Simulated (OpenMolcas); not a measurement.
# C2H5AlN2 (SMILES C#[C][Al]([NH2])[NH2]): the vertical energy of the triplet above the singlet, rung by rung

The species is C2H5AlN2 (10 atoms), meant as a singlet with charge 0. As SMILES, `C#[C][Al]([NH2])[NH2]`. The coordinates come from a PBE0-D4/def2-TZVP relaxation.

Quantity: the vertical energy of the triplet above the singlet, in eV. The values are calculated.

| level | kind | program | value (eV) |
| --- | --- | --- | --- |
| SVWN5/def2-SVP | LDA | OpenMolcas | 4.90 |
| BLYP/def2-SVP | GGA | OpenMolcas | 4.83 |
| PBE/def2-SVP | GGA | OpenMolcas | 4.80 |
| revPBE/def2-SVP | GGA | OpenMolcas | 4.85 |
| TPSS/def2-SVP | meta-GGA | OpenMolcas | 4.85 |
| B3LYP/def2-SVP | global hybrid | OpenMolcas | 5.08 |
| BHLYP/def2-SVP | global hybrid | OpenMolcas | 4.98 |
| M06-2X/def2-SVP | hybrid meta-GGA | OpenMolcas | 5.33 |

The values span 4.80 to 5.33 eV. The upper state's dipole differs much between rows, so they may not all be the same state.
